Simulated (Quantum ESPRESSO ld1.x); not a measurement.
Radial electron density D(r) = 4 pi r^2 rho(r) of an atom or ion with 1 electrons. All-electron calculation, scalar-relativistic Kohn-Sham, PBE, spin-unpolarised, spherical densities, point nucleus. Program: ld1.x of Quantum ESPRESSO 7.5.

r (bohr),D(r) (e/bohr)
0.01004,0.04508
0.01169,0.06007
0.0136,0.07984
0.01584,0.1058
0.01844,0.1396
0.02146,0.1835
0.02499,0.2400
0.02909,0.3120
0.03386,0.4029
0.03942,0.5162
0.04589,0.6554
0.05343,0.8232
0.0622,1.021
0.07241,1.249
0.08429,1.502
0.09813,1.771
0.1142,2.042
0.133,2.293
0.1548,2.498
0.1802,2.626
0.2098,2.651
0.2443,2.552
0.2844,2.324
0.3311,1.987
0.3854,1.578
0.4487,1.150
0.5223,0.7601
0.6081,0.4479
0.7079,0.2309
0.8241,0.1018
0.9594,0.03744
1.117,0.01113

What is the nuclear charge?

Answer. Z = 5. The innermost maximum, from 1s, lies near gamma/Z bohr with gamma = sqrt(1 - (Z/c)^2) = 0.999, here 0.2 bohr (found: 0.202), and its height grows with Z. The density is that of the boron ion B4+ in 1s1; the configuration itself is not fixed sharply by these data. D(r) has 1 maximum, at r = 0.202 bohr.
